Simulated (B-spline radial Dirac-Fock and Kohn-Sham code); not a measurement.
Electron momentum distribution of Lu⁴⁶⁺: Compton profiles

System: Lu⁴⁶⁺, configuration [Ar] 3d7.

Model: the impulse approximation on Dirac-Fock densities. Program: a B-spline atomic structure program. pz is in atomic units of momentum; subshell profiles are per electron, for a selection of subshells; open shells are spread over both j values by their weights.

```tsv
pz	J total	J 2s1/2	J 3s1/2	J 3d3/2	J 3d5/2
0	0.8939	0.0378	0.0794	0.0321	0.0327
0.6	0.8920	0.0377	0.0785	0.0321	0.0327
0.8	0.8905	0.0377	0.0779	0.0321	0.0327
1	0.8886	0.0376	0.0770	0.0321	0.0327
1.2	0.8862	0.0375	0.0760	0.0321	0.0327
1.4	0.8834	0.0374	0.0748	0.0321	0.0327
1.6	0.8802	0.0372	0.0734	0.0321	0.0327
1.8	0.8766	0.0371	0.0719	0.0321	0.0327
2	0.8725	0.0369	0.0702	0.0321	0.0327
2.5	0.8606	0.0364	0.0655	0.0321	0.0327
3	0.8460	0.0359	0.0602	0.0321	0.0327
4	0.8097	0.0344	0.0487	0.0321	0.0326
5	0.7649	0.0327	0.0373	0.0319	0.0324
7	0.6573	0.0284	0.0192	0.0307	0.0312
10	0.4869	0.0213	0.00790	0.0262	0.0264
15	0.2773	0.0109	0.00648	0.0148	0.0145
20	0.1650	0.00467	0.00416	0.00654	0.00623
30	0.06761	0.00111	0.000597	0.00105	0.000945
40	0.03202	0.000942	0.000217	0.000186	0.000158
60	0.01009	0.000646	0.000167	1.04e-05	7.89e-06
100	0.001922	0.000148	3.80e-05	< 1e-6	< 1e-6
```

J(0) = 0.8939. The 3p3/2 subshell gives the largest part, 22 %.

Mean momentum ⟨p⟩ by subshell (a.u.): 1s1/2 72.5, 2s1/2 26.0, 2p1/2 34.4, 2p3/2 30.8, 3s1/2 13.7, 3p1/2 16.3, 3p3/2 15.3, 3d3/2 18.3, 3d5/2 18.0.

Values without a named source are computed, but for edge energies of neutral atoms, which are taken from tables.
